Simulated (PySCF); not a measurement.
Si(CCH)2(H)(Me) (C5H6Si), SMILES C#C[SiH](C)C#C. Coordinates come from a PBE-D3(BJ)/def2-SVP optimisation.

Calculation: PBE-D3(BJ)/def2-SVP (PySCF).

Harmonic wavenumbers (cm⁻¹): 91, 134, 135, 159, 237, 300, 344, 381, 562, 639, 669, 694, 694, 700, 701, 726, 741, 828, 863, 1212, 1377, 1381, 2086, 2087, 2169, 2982, 3087, 3091, 3390, 3391. Rotational constants (GHz): 3.639, 2.041, 1.437; symmetry number 1.

### Question
Work out the zero-point energy and the ideal-gas rigid-rotor harmonic-oscillator thermochemistry at 298.15 K and 1 atm.

### Answer
ZPE = ½ Σ hcν = ½ × 35851 cm⁻¹ = 51.25 kcal/mol. H − E(el) = 57.14 kcal/mol. Entropy in cal/(mol K): translation 39.54, rotation 27.80, vibration 20.91, total 88.25. G − E(el) = 30.83 kcal/mol. Cp = 31.62 cal/(mol K). Modes under 150 cm⁻¹ make the vibrational entropy uncertain.
